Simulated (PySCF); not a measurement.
C4H8GeO2Si.
SMILES with atom numbers: `[CH3:1][O:2][C:3](=[O:4])[SiH2:5][C:6]#[C:7][GeH3:8]` (hydrogens: H9, H10, H11 on C1; H12, H13 on Si5; H14, H15, H16 on Ge8)

Geometry (PBE0-D3(BJ)/def2-SVP, Å), atoms numbered from 1 in this order:
```
atom  x, y, z in Å
C1    -3.188   -1.110    0.159
O2    -2.062   -0.675   -0.592
C3    -1.656    0.581   -0.369
O4    -2.200    1.330    0.399
Si5   -0.067    1.019   -1.371
C6     1.363    0.597   -0.312
C7     2.290    0.298    0.430
Ge8    3.730   -0.174    1.582
H9    -2.972   -1.080    1.237
H10   -4.060   -0.469   -0.037
H11   -3.392   -2.139   -0.159
H12   -0.007    0.240   -2.639
H13   -0.094    2.481   -1.646
H14    4.443    1.110    2.029
H15    3.156   -0.918    2.796
H16    4.697   -1.081    0.808
```

Computed with PySCF at CAM-B3LYP/def2-SVPD, non-relativistic, on one gas-phase PBE0-D3(BJ)/def2-SVP geometry that isn't relaxed in the solvent. The solvent is an IEF-PCM continuum (cavity from Bondi-type radii × 1.2). The model holds no explicit solvent molecules, cavitation or dispersion. Spin–orbit coupling is left out although an atom past zinc is present.

Gas phase at CAM-B3LYP/def2-SVPD: HOMO -9.09 eV, LUMO 0.12 eV, dipole 1.95 D.

Task: What does the continuum do to the energy, the frontier levels and the dipole at CAM-B3LYP/def2-SVPD in methanol and acetonitrile?

Result: 
| solvent | ε | E(solvent) − E(gas) (kcal/mol) | polarisation term (kcal/mol) | distortion of the solute (kcal/mol) | HOMO (eV) | LUMO (eV) | dipole (D) |
| --- | --- | --- | --- | --- | --- | --- | --- |
| methanol | 32.61 | -5.15 | -5.95 | 0.80 | -9.25 | 0.04 | 2.55 |
| acetonitrile | 35.69 | -5.18 | -5.98 | 0.80 | -9.25 | 0.04 | 2.55 |

The first energy column is the sum of the next two and covers electrostatics alone. From methanol to acetonitrile the lowering changes by a factor 1.00, Onsager's factor (ε − 1)/(2ε + 1) by 1.00 and ε itself by 1.1.

Task: Which radius a makes the point-dipole formula ΔE = −[(ε − 1)/(2ε + 1)]·μ²/a³ give the value in acetonitrile, with the gas-phase dipole?

Result: μ = 0.767 au and |ΔE| = 0.00825 Eh give a = 1.72 Å; the farthest nucleus lies 4.95 Å from the centroid of the nuclei, so such a sphere wouldn't even hold the nuclei. The formula assumes a rigid point dipole at the centre of a sphere.

Task: Give the dipole vector in the frame of the coordinates (D, pointing from negative to positive charge), gas and acetonitrile.

Result: Gas (0.55, -1.86, -0.22), solvent (0.74, -2.41, -0.38). Its length changes by +31 % and its direction by 2°.

Task: How does the static polarisability (CAM-B3LYP/def2-SVPD, frozen core, with the continuum's full static response) change?

Result: 
```
      medium  isotropic (au)  principal values (au)  ⟨r²⟩ of the electrons (bohr²)
         gas           114.1     94.1, 103.6, 144.6                         3165.2
    methanol           148.3    131.3, 136.3, 177.4                         3162.6
acetonitrile           148.5    131.6, 136.5, 177.6                         3162.6
```

The isotropic value in acetonitrile is 1.30 times the gas-phase one; no cavity-field correction is applied. ⟨r²⟩ is taken about the centre of nuclear charge.
